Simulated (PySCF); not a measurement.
Species: C6H10O.
Cartesian coordinates in Å at the GFN2-xTB level; atoms count from 1:
```
atom  x, y, z in Å
C1    -0.6494    0.0224    1.4841
C2    -0.1283   -0.0536    0.0458
C3    -0.0097    1.3551   -0.5370
C4    -1.0870   -0.8896   -0.8076
C5     1.2299   -0.7337    0.0568
C6     2.3245   -0.1984   -0.3678
O7     3.3134    0.2867   -0.7517
H8    -0.7384   -0.9730    1.9131
H9    -1.6294    0.4940    1.5050
H10    0.0273    0.6059    2.1039
H11   -0.9831    1.8407   -0.5454
H12    0.6717    1.9605    0.0571
H13    0.3651    1.3181   -1.5577
H14   -1.1790   -1.8966   -0.4068
H15   -0.7252   -0.9570   -1.8310
H16   -2.0746   -0.4336   -0.8206
H17    1.2652   -1.7362    0.4501
```

The calculation used PySCF, TDDFT B3LYP/def2-SVPD, vertical, gas phase, core orbitals frozen in the response.

Broadening: Gaussians 0.4 eV wide at half height, area fixed by f = 4.319×10⁻⁹ ∫ε dν̃. The width is an assumption, not a result. The curve ends short of the highest state used, and states not computed would add to its high-energy end.

```
E (eV)  ε (L mol⁻¹ cm⁻¹)
  2.99                 0
  3.10                 0
  3.21                 0
  3.32                 0
  3.43                 0
  3.53                 0
  3.64                 0
  3.75                 0
  3.86                 0
  3.97                 0
  4.08                 0
  4.18                 0
  4.29                 0
  4.40                 0
  4.51                 0
  4.62                 0
  4.73                 0
  4.83                 0
  4.94                 0
  5.05                 0
  5.16                 1
  5.27                11
  5.37                56
  5.48               233
  5.59               640
  5.70              1155
  5.81              1370
  5.92              1069
  6.02               593
  6.13               208
  6.24                50
  6.35                22
  6.46                79
  6.56               287
  6.67               878
  6.78              1856
```

Question: Locate the maxima and give the states behind the curve.

Answer: 214 nm (5.80 eV), ε about 1400, made up of S2 (100%) (ε in L mol⁻¹ cm⁻¹; maxima over ε = 5, shares over 10%). At its high-energy end, 6.78 eV, the curve is still rising (ε about 1900, from S5). The states used: S1 3.59 eV (f 0.0000); S2 5.80 eV (f 0.020); S3 6.69 eV (f 0.0007); S4 6.88 eV (f 0.0021); S5 6.93 eV (f 0.037); S6 7.20 eV (f 0.0075); S7 7.32 eV (f 0.0001); S8 7.38 eV (f 0.017).

Question: Coming from long wavelengths, where does ε first pass 100 L mol⁻¹ cm⁻¹?

Answer: At about 229 nm (5.41 eV), 1.82 eV above S1.

Question: On this curve, what absorbance would a 10⁻³ mol/L sample give at 222 nm over a 1 cm path?

Answer: 222 nm is 5.585 eV, where ε is about 620 L mol⁻¹ cm⁻¹, so A = ε c l ≈ 0.62 (Beer–Lambert, with the gas-phase spectrum and the assumed width).

Question: Does any computed singlet lie in the visible range?

Answer: No computed singlet lies in the visible range (380 to 750 nm); the lowest, at 345 nm, stands 0.33 eV above its violet end (3.26 eV); a Tamm–Dancoff triplet lies at 384 nm, without intensity as long as spin–orbit coupling is left out.
